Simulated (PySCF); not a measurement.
A species of formula C4H11NO2Si has this rotational fingerprint, computed with PBE0/pcSseg-1 in PySCF (dipole) on a GFN2-xTB geometry, gas phase:

| Property | Result |
| --- | --- |
| Rotational constants | A = 3558, B = 1172, C = 970.1 MHz |
| Dipole components | \|μa\| = 1.82 D, \|μb\| = 0.73 D, \|μc\| = 1.34 D |
| Inertial defect | -52.32 u·Å² |
| κ | -0.84 |

Question: Which candidate fits, each taken in the one conformer that was computed?
A. `[CH3:1]/[N:2]=[CH:3]/[SiH:4]([O:5][CH3:6])[O:7][CH3:8]` with N2–C3–Si4–O5 50°, C3–Si4–O5–C6 -54°, C3–Si4–O7–C8 -177°
B. `[NH2:1][CH2:2][SiH:3]1[O:4][CH2:5][CH2:6][CH2:7][O:8]1` with H–N1–C2–Si3 -56° and -174°, N1–C2–Si3–O4 73°, C2–Si3–O4–C5 150°, Si3–O4–C5–C6 -47°, O4–C5–C6–C7 60°, C5–C6–C7–O8 -61°

Answer: B. It is NC[SiH]1OCCCO1, an asymmetric top, point group C1. The candidates at the same level (rigid rotor, commonest isotopes):

```
           SMILES  A (MHz)  B (MHz)  C (MHz)  μa (D)  μb (D)  μc (D)  Δ (u·Å²)  point group           rotor
C/N=C/[SiH](OC)OC     2463     1034    768.9    0.29    0.20    0.00    -36.43           C1  asymmetric top
   NC[SiH]1OCCCO1     3558     1172    970.1    1.82    0.73    1.34    -52.32           C1  asymmetric top
```

`C/N=C/[SiH](OC)OC` has A 31 % too low. No structure here is proved a minimum.
